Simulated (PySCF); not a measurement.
r2SCAN0 on P- (phosphorus, charge -1), [Ne] 3s2 3p4, high-spin 3P determinant. Computed with PySCF 2.14 in def2-TZVPPD (6s5p4d1f, 48 functions), with no relativity, point nucleus.

```
cycle= 1 E= -341.253063860041  delta_E= -0.00536  |g|= 0.0167  |ddm|= 0.0848
cycle= 2 E= -341.253336932516  delta_E= -0.000273  |g|= 0.00808  |ddm|= 0.0321
cycle= 3 E= -341.253385388414  delta_E= -4.85e-05  |g|= 0.00366  |ddm|= 0.0162
cycle= 4 E= -341.253397789915  delta_E= -1.24e-05  |g|= 0.00066  |ddm|= 0.00717
cycle= 5 E= -341.253398660646  delta_E= -8.71e-07  |g|= 0.000184  |ddm|= 0.00246
cycle= 6 E= -341.253398747922  delta_E= -8.73e-08  |g|= 3.12e-05  |ddm|= 0.000966
cycle= 7 E= -341.253398750338  delta_E= -2.42e-09  |g|= 4.15e-06  |ddm|= 0.00017
cycle= 8 E= -341.25339875037  delta_E= -3.23e-11  |g|= 2.79e-07  |ddm|= 1.86e-05
converged SCF energy = -341.25339875037  <S^2> = 2.0083857  2S+1 = 3.0055853
```

Highest occupied orbital energy: 1.654 eV; ⟨L²⟩ = 2.03; populations by l: s 6.00, p 10.00, d 0.00, f 0.00.

Can this result be used?

With care. The calculation finished and met its thresholds. At r2SCAN0 the highest occupied level has a positive energy, so only the finite basis holds that electron; in a semilocal or global hybrid functional this comes from self-interaction and does not mean that the real anion is unbound.
